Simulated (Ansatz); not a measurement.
Program: Ansatz. Geometries: PBE0-D4/def2-TZVP. ΔE: electronic, gas phase. CBS: MP2 limit from def2 TZ/QZ plus the TZ coupled-cluster correction, frozen cores. This one scheme is used for every species. DFT in def2-TZVPP. For Ge outer-core shells are correlated without core-valence functions, which leaves a few kJ/mol of doubt a bond. Scalar relativity is left out up to krypton. Each species was taken in one conformer, which may not be the lowest.

`[Cl][GeH2][GeH2][Cl]` + `CF` → `F[CH2][GeH2][Cl]` + `[Cl][GeH3]`  (formal exchange of groups at a Ge–Ge bond)

`[Cl][GeH2][GeH2][Cl]`:

Cartesian coordinates in Å:
```
Cl -2.215 -1.196 -0.877
Ge -0.148 -1.188 -0.258
Ge 0.444 1.132 0.147
Cl -0.607 1.732 1.934
H 0.660 -1.816 -1.405
H -0.053 -2.039 1.015
H -0.024 2.054 -0.986
H 1.943 1.321 0.430
```

`CF`:

Cartesian coordinates in Å:
```
C -0.031 -0.002 0.052
F 0.670 0.048 -1.131
H 0.661 0.149 0.884
H -0.511 -0.980 0.142
H -0.789 0.784 0.052
```

`F[CH2][GeH2][Cl]`:

Cartesian coordinates in Å:
```
F -0.498 1.129 1.539
C -0.779 0.658 0.272
Ge 0.699 -0.456 -0.398
Cl 0.665 -2.316 0.689
H -1.702 0.072 0.311
H -0.932 1.514 -0.394
H 0.484 -0.797 -1.880
H 2.062 0.196 -0.140
```

`[Cl][GeH3]`:

Cartesian coordinates in Å:
```
Cl -0.367 1.943 0.263
Ge 0.030 -0.156 -0.021
H 1.349 -0.265 -0.793
H -1.144 -0.733 -0.820
H 0.133 -0.788 1.371
```

```csv
level,ΔE (kcal/mol),difference from CCSD(T)/CBS
PBE-D4,14.2,0.7
PBE0-D4,14.3,0.8
ωB97M-V,12.7,-0.8
B2PLYP,13.2,-0.3
CCSD/def2-TZVPP,12.8,-0.7
CCSD(T)/def2-TZVPP,12.9,-0.6
MP2/def2-QZVPP,13.6,0.1
HF/CBS(def2),12.4,-1.1
MP2/CBS(def2),13.9,0.4
CCSD/CBS(def2),13.4,-0.1
CCSD(T)/CBS,13.5,0
```

Largest T1 diagnostic among the species: 0.010.

The D4 term adds +1.0 kcal/mol with B3LYP and +0.6 kcal/mol with PBE0; it sums over pairs of atoms, weighted by their polarisabilities, and B3LYP, whose exchange is more repulsive, gets the larger term.

B3LYP here is the variant with VWN-RPA as its local correlation; programs differ in this.
